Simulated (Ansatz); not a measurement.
Consider the redistribution: `[NH2][AlH][SiH2][SiH2]Cl` + `CS[SiH2]O` → `O[SiH2][SiH2]Cl` + `CS[SiH2][AlH][NH2]`.

Gas-phase electronic energies from Ansatz, PBE0-D4/def2-TZVP geometries. CCSD(T)/CBS adds triple-zeta CCSD(T) − MP2 to the extrapolated MP2 energy (def2 sets, frozen cores). DFT in def2-TZVPP. Each species was taken in one conformer, which may not be the lowest.

**Question.** Is it downhill or uphill in electronic energy at CCSD(T)/CBS, and by how much? (Best estimate.)

**Answer.** Computed: Uphill: ΔE = +40.0 kJ/mol.

**Question.** What do these levels give: r2SCAN-D4, PBE0-D4, ωB97X-V, ωB97M-V, B2PLYP, SCS-MP2/def2-TZVPP, CCSD/def2-TZVPP, CCSD(T)/def2-TZVPP, HF/def2-QZVPP, HF/CBS(def2), MP2/CBS(def2), CCSD/CBS(def2)? (An estimate is asked.)

**Answer.** Ansatz gave: r2SCAN-D4 40.7, PBE0-D4 39.5, ωB97X-V 39.2, ωB97M-V 40.8, B2PLYP 39.1, SCS-MP2/def2-TZVPP 39.8, CCSD/def2-TZVPP 40.4, CCSD(T)/def2-TZVPP 41.1, HF/def2-QZVPP 36.0, HF/CBS(def2) 35.9, MP2/CBS(def2) 41.3, CCSD/CBS(def2) 39.3 kJ/mol.

Largest T1 diagnostic among the species: 0.013.

In def2-TZVPP, CCSD(T) changes the Hartree–Fock value by +4.6 kJ/mol (the triples alone add +0.7 kJ/mol) and MP2 by +5.9 kJ/mol.
